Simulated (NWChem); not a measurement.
System: C5H8; SMILES CC=C=CC

```xyz
13

C     -2.3407    -0.1915     0.4548
C     -1.2547     0.3827    -0.4070
C      0.0000     0.0000    -0.4083
C      1.2547    -0.3827    -0.4070
C      2.3407     0.1915     0.4548
H     -3.1516    -0.6116    -0.1630
H     -1.9580    -0.9875     1.1083
H     -2.7940     0.5885     1.0886
H     -1.5432     1.1896    -1.0958
H      1.5432    -1.1896    -1.0958
H      2.7940    -0.5885     1.0886
H      3.1516     0.6116    -0.1630
H      1.9580     0.9875     1.1083
```
Atoms are numbered in this order, from 1.

Structure relaxed at the PBE0/def2-SVP level. No frequency run checked for a minimum.

Symmetry labels are those of C2 in the frame above (b1 and b2, or b-type labels, depend on it).

Problem. List the 4 lowest vertical singlet excitations from B3LYP/def2-SVP, full TDDFT (NWChem).

Solution. 
```tsv
state	energy (eV)	oscillator strength	symmetry	leading excitation (squared amplitude)
S1	5.77	0.000	b	HOMO → LUMO (0.50)
S2	5.98	0.000	a	HOMO−1 → LUMO (0.50)
S3	7.05	0.001	a	HOMO → LUMO+1 (0.47)
S4	7.60	1.116	b	HOMO → LUMO (0.43)
```
